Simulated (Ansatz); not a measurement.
Calculated with Ansatz (gas phase, PBE0-D4/def2-TZVP geometries, no zero-point term in ΔE). CCSD(T)/CBS is the MP2 limit (def2-TZVPP, def2-QZVPP) plus CCSD(T) − MP2 in def2-TZVPP, frozen cores. Functionals use def2-TZVPP. B3LYP here is the variant with VWN-RPA as its local correlation; programs differ in this. HSE06 is defined as in plane-wave codes. For Se outer-core shells are correlated without core-valence functions, which leaves a few kJ/mol of doubt a bond. Scalar relativity is left out up to krypton. One conformer a species, not always the lowest.

`C[SiH](F)B[SiH3]` + `C[SeH]` → `C[Se]B[SiH3]` + `C[SiH2]F`  (cleavage of the B–Si bond)

```json
{"level": "LDA (SPW92)", "ΔE (kJ/mol)": "-133.6", "difference from CCSD(T)/CBS": "-0.9"}
{"level": "PBE-D4", "ΔE (kJ/mol)": "-127.5", "difference from CCSD(T)/CBS": "5.2"}
{"level": "BLYP-D4", "ΔE (kJ/mol)": "-125.9", "difference from CCSD(T)/CBS": "6.8"}
{"level": "r2SCAN-D4", "ΔE (kJ/mol)": "-130.3", "difference from CCSD(T)/CBS": "2.4"}
{"level": "B97M-V", "ΔE (kJ/mol)": "-123.8", "difference from CCSD(T)/CBS": "8.9"}
{"level": "PBE0-D4", "ΔE (kJ/mol)": "-125.9", "difference from CCSD(T)/CBS": "6.8"}
{"level": "B3LYP-D4", "ΔE (kJ/mol)": "-125.2", "difference from CCSD(T)/CBS": "7.5"}
{"level": "r2SCANh-D4", "ΔE (kJ/mol)": "-130.0", "difference from CCSD(T)/CBS": "2.7"}
{"level": "r2SCAN0-D4", "ΔE (kJ/mol)": "-129.4", "difference from CCSD(T)/CBS": "3.3"}
{"level": "HSE06-D4", "ΔE (kJ/mol)": "-126.2", "difference from CCSD(T)/CBS": "6.5"}
{"level": "BHLYP-D4", "ΔE (kJ/mol)": "-124.0", "difference from CCSD(T)/CBS": "8.7"}
{"level": "CAM-B3LYP-D4", "ΔE (kJ/mol)": "-123.6", "difference from CCSD(T)/CBS": "9.1"}
{"level": "ωB97X-V", "ΔE (kJ/mol)": "-121.7", "difference from CCSD(T)/CBS": "11.0"}
{"level": "ωB97M-V", "ΔE (kJ/mol)": "-126.6", "difference from CCSD(T)/CBS": "6.1"}
{"level": "B2PLYP", "ΔE (kJ/mol)": "-132.1", "difference from CCSD(T)/CBS": "0.6"}
{"level": "PBE-QIDH", "ΔE (kJ/mol)": "-133.1", "difference from CCSD(T)/CBS": "-0.4"}
{"level": "revPBE", "ΔE (kJ/mol)": "-124.7", "difference from CCSD(T)/CBS": "8.0"}
{"level": "BLYP", "ΔE (kJ/mol)": "-125.4", "difference from CCSD(T)/CBS": "7.3"}
{"level": "r2SCAN", "ΔE (kJ/mol)": "-130.7", "difference from CCSD(T)/CBS": "2.0"}
{"level": "PBE0", "ΔE (kJ/mol)": "-126.2", "difference from CCSD(T)/CBS": "6.5"}
{"level": "B3LYP", "ΔE (kJ/mol)": "-125.1", "difference from CCSD(T)/CBS": "7.6"}
{"level": "r2SCANh", "ΔE (kJ/mol)": "-130.3", "difference from CCSD(T)/CBS": "2.4"}
{"level": "r2SCAN0", "ΔE (kJ/mol)": "-129.8", "difference from CCSD(T)/CBS": "2.9"}
{"level": "HSE06", "ΔE (kJ/mol)": "-126.5", "difference from CCSD(T)/CBS": "6.2"}
{"level": "CAM-B3LYP", "ΔE (kJ/mol)": "-123.9", "difference from CCSD(T)/CBS": "8.8"}
{"level": "LC-ωPBE", "ΔE (kJ/mol)": "-120.8", "difference from CCSD(T)/CBS": "11.9"}
{"level": "RPA@PBE/def2-TZVPP", "ΔE (kJ/mol)": "-132.2", "difference from CCSD(T)/CBS": "0.5"}
{"level": "HF/def2-SVP", "ΔE (kJ/mol)": "-113.4", "difference from CCSD(T)/CBS": "19.3"}
{"level": "MP2/def2-SVP", "ΔE (kJ/mol)": "-140.0", "difference from CCSD(T)/CBS": "-7.3"}
{"level": "CCSD/def2-SVP", "ΔE (kJ/mol)": "-125.9", "difference from CCSD(T)/CBS": "6.8"}
{"level": "HF/def2-TZVPP", "ΔE (kJ/mol)": "-115.9", "difference from CCSD(T)/CBS": "16.8"}
{"level": "MP2/def2-TZVPP", "ΔE (kJ/mol)": "-143.8", "difference from CCSD(T)/CBS": "-11.1"}
{"level": "SCS-MP2/def2-TZVPP", "ΔE (kJ/mol)": "-136.8", "difference from CCSD(T)/CBS": "-4.1"}
{"level": "CCSD/def2-TZVPP", "ΔE (kJ/mol)": "-127.2", "difference from CCSD(T)/CBS": "5.5"}
{"level": "CCSD(T)/def2-TZVPP", "ΔE (kJ/mol)": "-132.2", "difference from CCSD(T)/CBS": "0.5"}
{"level": "HF/def2-QZVPP", "ΔE (kJ/mol)": "-115.5", "difference from CCSD(T)/CBS": "17.2"}
{"level": "SCS-MP2/def2-QZVPP", "ΔE (kJ/mol)": "-136.7", "difference from CCSD(T)/CBS": "-4.0"}
{"level": "HF/CBS(def2)", "ΔE (kJ/mol)": "-115.5", "difference from CCSD(T)/CBS": "17.2"}
{"level": "MP2/CBS(def2)", "ΔE (kJ/mol)": "-144.2", "difference from CCSD(T)/CBS": "-11.5"}
{"level": "CCSD/CBS(def2)", "ΔE (kJ/mol)": "-127.7", "difference from CCSD(T)/CBS": "5.0"}
{"level": "CCSD(T)/CBS", "ΔE (kJ/mol)": "-132.7", "difference from CCSD(T)/CBS": "0"}
```

Q: What do rigid-rotor, harmonic-oscillator terms from PBE0-D4/def2-TZVP frequencies (298.15 K, 1 bar) make of the CCSD(T)/CBS value? (Estimate.)

A: Ansatz gave: ΔZPE = +5.2 kJ/mol, ΔH = -129.4 kJ/mol, ΔS = -15 J/(mol·K), ΔG = -124.9 kJ/mol. Modes under 50 cm⁻¹ make the entropy rough.

Largest T1 diagnostic among the species: 0.014.

Leaving LDA and LC-ωPBE aside and taking each functional with its dispersion term where it has one, the values spread over 11.5 kJ/mol, from PBE-QIDH to ωB97X-V. LDA lies −6.1 kJ/mol from PBE without D4. In def2-TZVPP, CCSD(T) changes the Hartree–Fock value by −16.4 kJ/mol (the triples alone add −5.0 kJ/mol) and MP2 by −27.9 kJ/mol.
